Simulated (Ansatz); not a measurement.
System: InH3, net charge 0, singlet state. 
Structure (B3LYP-D3(BJ)/def2-TZVP (Ansatz, a quantum-chemistry and plane-wave program) minimum search):
```
In
H 1 1.7306
H 1 1.7306 2 120.00
H 1 1.7306 2 120.00 3 -180.00
```

Basis-set convergence of Hartree-Fock and CCSD correlation energies (hartree) with Ansatz. Correlated levels leave the core frozen unless marked. No spin-orbit coupling. Frozen are the shells of the preceding noble gas and the d and f shells that filled before the atom's block. In def2 rows, elements after Kr have scalar-relativistic effective core potentials.

| basis | functions | E(HF) | E(corr, CCSD) |
|---|---|---|---|
| def2-SVP | 41 | -190.90529 | -0.09225 |
| def2-TZVPP | 92 | -190.91399 | -0.10894 |
| def2-QZVPP | 172 | -190.91569 | -0.11282 |

Extrapolating the two largest sets (X = 3 and 4) as X^-3: E(corr) = (64·(-0.11282) - 27·(-0.10894))/37 = -0.1157 Eh, an estimate of the basis-set limit. The largest set recovers 97.6 % of it, the smallest 79.8 %.
